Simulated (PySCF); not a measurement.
PySCF input (M06-2X/def2-TZVPD):

```python
from pyscf import gto, scf, dft

mol = gto.M(
    atom='''
    B     0.47711433    0.06454583   -0.02484595
    F     0.68599622   -1.23554677   -0.19454781
    F     1.51669143    0.87899531    0.00440865
    O    -0.76411204    0.58432440    0.12054682
    C    -1.90761067   -0.15799048    0.09323758
    H    -2.81268111    0.39215245    0.28183084
    H    -1.83851896   -1.23257076    0.02985141
    ''',
    basis='def2-tzvpd',
    charge=0,
    spin=1,
    verbose=4,
)

mf = dft.UKS(mol, xc='m062x').density_fit(auxbasis='def2-universal-jkfit')
mf.grids.level = 4
mf.conv_tol = 1e-9
mf.max_cycle = 100
mf.max_memory = 1500
mf.kernel()
if not mf.converged:
    mf = mf.newton()
    mf.kernel(mf.make_rdm1())
for _ in range(2):
    mo, _, stable, _ = mf.stability(return_status=True)
    if stable:
        break
    mf.kernel(mf.make_rdm1(mo, mf.mo_occ))
mf.analyze()
```

End of the output:

```
Extra cycle  E= -339.204247240734  delta_E= -5.8e-12  |g|= 4.12e-06  |ddm|= 5.54e-06
converged SCF energy = -339.204247240734  <S^2> = 0.7549293  2S+1 = 2.0049232
uhf_internal: lowest eigs of H = [0.3644418  0.41179612 0.41494634]
<class 'pyscf.df.df_jk.DFUKS'> wavefunction is stable in the internal stability analysis
**** SCF Summaries ****
Total Energy =                        -339.204247240733821
Nuclear Repulsion Energy =             163.939340608594932
One-electron Energy =                 -793.215026025859629
Two-electron Energy =                  290.071438176530876
Two-electron Coulomb Energy =          329.816674531270792
DFT Exchange-Correlation Energy =      -39.745236354739937
HOMO-LUMO gap [eV] =                     6.468990941592928
**** MO energy ****
                             alpha | beta                alpha | beta
MO #1   energy= -25.2710475571769  | -25.2710307823621  occ= 1 | 1
MO #2   energy= -25.2647888466987  | -25.2645909887161  occ= 1 | 1
MO #3   energy= -19.6881435222197  | -19.6864658690932  occ= 1 | 1
MO #4   energy= -10.6118038771024  | -10.6042517583258  occ= 1 | 1
MO #5   energy= -7.18502663511646  | -7.18497366879836  occ= 1 | 1
MO #6   energy= -1.39449930393267  | -1.39411180048927  occ= 1 | 1
MO #7   energy= -1.36521448685375  | -1.36491696463471  occ= 1 | 1
MO #8   energy= -1.21600168496091  | -1.20645970135052  occ= 1 | 1
MO #9   energy= -0.812087270981337 | -0.781997508224048 occ= 1 | 1
MO #10  energy= -0.686764018826796 | -0.683823235302526 occ= 1 | 1
MO #11  energy= -0.653456112508101 | -0.651406885462952 occ= 1 | 1
MO #12  energy= -0.646122888808394 | -0.63523099557113  occ= 1 | 1
MO #13  energy= -0.610633484122548 | -0.605397379766217 occ= 1 | 1
MO #14  energy= -0.569234210384561 | -0.561345924818841 occ= 1 | 1
MO #15  energy= -0.553584040344338 | -0.550385538292042 occ= 1 | 1
MO #16  energy= -0.545756624735998 | -0.544197852619695 occ= 1 | 1
MO #17  energy= -0.525555196939866 | -0.523498442689755 occ= 1 | 1
MO #18  energy= -0.518401236846776 | -0.486699532618193 occ= 1 | 1
MO #19  energy= -0.4486291423597   | -0.444179775325587 occ= 1 | 1
MO #20  energy= -0.268520048786783 | -0.0307890145484571 occ= 1 | 0
MO #21  energy= 0.00276500845673411 | -5.70001954756094e-05 occ= 0 | 0
MO #22  energy= 0.0328436529646237 | 0.028876533662802  occ= 0 | 0
MO #23  energy= 0.0447836418029833 | 0.0433248627991535 occ= 0 | 0
MO #24  energy= 0.0499807094275252 | 0.048954119125931  occ= 0 | 0
MO #25  energy= 0.0760204698088926 | 0.0743136026326265 occ= 0 | 0
MO #26  energy= 0.0820344516711857 | 0.0788862630415062 occ= 0 | 0
MO #27  energy= 0.0896871460317196 | 0.0872085657537562 occ= 0 | 0
MO #28  energy= 0.0952634164985274 | 0.101487480275669  occ= 0 | 0
MO #29  energy= 0.115855887518723  | 0.114013498445509  occ= 0 | 0
MO #30  energy= 0.119101305648214  | 0.119906971852456  occ= 0 | 0
MO #31  energy= 0.124174562378568  | 0.123215743895232  occ= 0 | 0
MO #32  energy= 0.135322003189482  | 0.136082426652563  occ= 0 | 0
MO #33  energy= 0.13882833458881   | 0.138311129601103  occ= 0 | 0
MO #34  energy= 0.153099672760306  | 0.142601593400734  occ= 0 | 0
MO #35  energy= 0.177440436310816  | 0.168212193331905  occ= 0 | 0
MO #36  energy= 0.195808636668234  | 0.191238461701319  occ= 0 | 0
MO #37  energy= 0.200578134255191  | 0.194182008070723  occ= 0 | 0
MO #38  energy= 0.205694369275956  | 0.205344635124066  occ= 0 | 0
MO #39  energy= 0.20916079208777   | 0.209748614838204  occ= 0 | 0
MO #40  energy= 0.22852835115189   | 0.217221191195785  occ= 0 | 0
MO #41  energy= 0.231393838755183  | 0.237403600864471  occ= 0 | 0
MO #42  energy= 0.241935573178985  | 0.242242923801578  occ= 0 | 0
MO #43  energy= 0.259586666398934  | 0.245195332015869  occ= 0 | 0
MO #44  energy= 0.269613414292439  | 0.261674718390379  occ= 0 | 0
MO #45  energy= 0.28322033118267   | 0.266810680374185  occ= 0 | 0
MO #46  energy= 0.288285974688762  | 0.281689083913893  occ= 0 | 0
MO #47  energy= 0.289577692791826  | 0.287669637881191  occ= 0 | 0
MO #48  energy= 0.306569366142821  | 0.304949286419455  occ= 0 | 0
MO #49  energy= 0.317850125676064  | 0.314139175680674  occ= 0 | 0
MO #50  energy= 0.335854197723582  | 0.319295956204419  occ= 0 | 0
MO #51  energy= 0.339874700176557  | 0.33530194816358   occ= 0 | 0
MO #52  energy= 0.342711125390804  | 0.345553318610445  occ= 0 | 0
MO #53  energy= 0.351306403752303  | 0.346955655844751  occ= 0 | 0
MO #54  energy= 0.364721023003407  | 0.352525465894194  occ= 0 | 0
MO #55  energy= 0.377319981743428  | 0.357943906787403  occ= 0 | 0
MO #56  energy= 0.39060229969543   | 0.388615757990612  occ= 0 | 0
MO #57  energy= 0.405758152510068  | 0.392348639670519  occ= 0 | 0
MO #58  energy= 0.425347954255942  | 0.4008786466472    occ= 0 | 0
MO #59  energy= 0.429080375148484  | 0.418199964639265  occ= 0 | 0
MO #60  energy= 0.460452294664342  | 0.448601421327275  occ= 0 | 0
MO #61  energy= 0.482915844323678  | 0.474698436889242  occ= 0 | 0
MO #62  energy= 0.489182576115691  | 0.478668079296145  occ= 0 | 0
MO #63  energy= 0.507971033652227  | 0.502452955226281  occ= 0 | 0
MO #64  energy= 0.535408737563289  | 0.531914251621526  occ= 0 | 0
MO #65  energy= 0.548472916202955  | 0.538511698783903  occ= 0 | 0
MO #66  energy= 0.570866984849384  | 0.557522467963458  occ= 0 | 0
MO #67  energy= 0.589485586216019  | 0.575247533740101  occ= 0 | 0
MO #68  energy= 0.599858742264576  | 0.59462592998345   occ= 0 | 0
MO #69  energy= 0.62875377707365   | 0.620667708309786  occ= 0 | 0
MO #70  energy= 0.630272310208027  | 0.627949828004406  occ= 0 | 0
MO #71  energy= 0.635977402780757  | 0.632085420605478  occ= 0 | 0
MO #72  energy= 0.651451132872018  | 0.649679502578605  occ= 0 | 0
MO #73  energy= 0.657016746202325  | 0.654626967450242  occ= 0 | 0
MO #74  energy= 0.66647638981757   | 0.658158739571618  occ= 0 | 0
MO #75  energy= 0.668686719095072  | 0.662992683803935  occ= 0 | 0
MO #76  energy= 0.695109711607285  | 0.692895136148703  occ= 0 | 0
MO #77  energy= 0.716961542022666  | 0.714995925559933  occ= 0 | 0
MO #78  energy= 0.719005986516515  | 0.717421881847755  occ= 0 | 0
MO #79  energy= 0.727797914828015  | 0.725393140035635  occ= 0 | 0
MO #80  energy= 0.757361152376708  | 0.747339693458245  occ= 0 | 0
MO #81  energy= 0.764938429199194  | 0.768554575980544  occ= 0 | 0
MO #82  energy= 0.788365622196772  | 0.784602365112574  occ= 0 | 0
MO #83  energy= 0.801805986732464  | 0.797544511937772  occ= 0 | 0
MO #84  energy= 0.815546770781224  | 0.811747549299719  occ= 0 | 0
MO #85  energy= 0.832010279327091  | 0.835824191572523  occ= 0 | 0
MO #86  energy= 0.877606581375701  | 0.873340292869766  occ= 0 | 0
MO #87  energy= 0.912564103307616  | 0.91630016498673   occ= 0 | 0
MO #88  energy= 0.928413476565322  | 0.926408048985433  occ= 0 | 0
MO #89  energy= 0.984812813855906  | 0.980875071135198  occ= 0 | 0
MO #90  energy= 1.0016689346471    | 1.00011264120459   occ= 0 | 0
MO #91  energy= 1.02251097076565   | 1.02063274753844   occ= 0 | 0
MO #92  energy= 1.02985825306757   | 1.02804286637479   occ= 0 | 0
MO #93  energy= 1.04849986290359   | 1.04715625374949   occ= 0 | 0
MO #94  energy= 1.06897580897816   | 1.06495375134691   occ= 0 | 0
MO #95  energy= 1.1172466679159    | 1.11710502466982   occ= 0 | 0
MO #96  energy= 1.12216059469432   | 1.12282996339064   occ= 0 | 0
MO #97  energy= 1.14975387153347   | 1.14474214792863   occ= 0 | 0
MO #98  energy= 1.17306969653125   | 1.17237129274734   occ= 0 | 0
MO #99  energy= 1.1954756550285    | 1.19076101462526   occ= 0 | 0
MO #100 energy= 1.2071100405454    | 1.21008432719715   occ= 0 | 0
MO #101 energy= 1.28328486296701   | 1.28379051853268   occ= 0 | 0
MO #102 energy= 1.29294172988905   | 1.29246747285259   occ= 0 | 0
MO #103 energy= 1.32146856842717   | 1.32122249465749   occ= 0 | 0
MO #104 energy= 1.34697669380709   | 1.3507047998849    occ= 0 | 0
[...]
```

It need not be the lowest isomer of its formula.
